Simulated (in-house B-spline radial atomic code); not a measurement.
Configurations of the vanadium ion V²⁺, with energies counted from [Ar] 3d3. Method: scalar-relativistic (X2C) BP86, spin-polarised, spherical fractional occupations, Fermi nucleus of rms radius 3.6002 fm. Calculated with an all-electron radial atomic-structure program (B-spline basis). Shells without spins written out take the highest spin.

Occupations are held fixed; configurations that lie above the ionisation limit could autoionise.

| configuration | E - E(ref) (eV) | highest orbital | its <r> (bohr) |
| --- | --- | --- | --- |
| [Ar] 3d2 4s1 | 5.5263 | 4s up | 2.641 |
| [Ar] 3d2 4p1 | 10.9 | 4p up | 3.059 |
| [Ar] 3d(1 up, 1 down) 4p(0 up, 1 down) | 12.126 | 4p down | 3.086 |
| [Ar] 3d2 4d1 | 17.85 | 4d up | 4.235 |
| [Ne] 3s2 3p5 3d3 4p1 | 47.663 | 4p up | 3.018 |
| [Ne] 3s2 3p5 3d3 4f1 | 58.945 | 4f up | 5.692 |
| [Ne] 3s2 3p(3 up, 2 down) 3d(0 up, 3 down) 4f(0 up, 1 down) | 62.293 | 4f down | 5.688 |

Q: Order these further configurations by energy, lowest first.
A. [Ar] 3d(0 up, 2 down) 4f(1 up, 0 down)
B. [Ne] 3s2 3p5 3d3 4d1
C. [Ne] 3s2 3p5 3d4
D. [Ar] 3d(1 up, 2 down)
E. [Ar] 3d2 4f1

A: D (1.7961 eV), E (21.924 eV), A (21.943 eV), C (35.428 eV), B (54.755 eV).

Q: How far above the reference does [Ne] 3s2 3p5 3d3 4s1 lie?

A: 42.178 eV; its least bound orbital is 4s up with <r> = 2.609 bohr.

Q: How far above the reference does [Ne] 3s2 3p(2 up, 3 down) 3d(1 up, 2 down) 4s(1 up, 0 down) lie?

A: 46.055 eV; its least bound orbital is 4s up with <r> = 2.662 bohr.
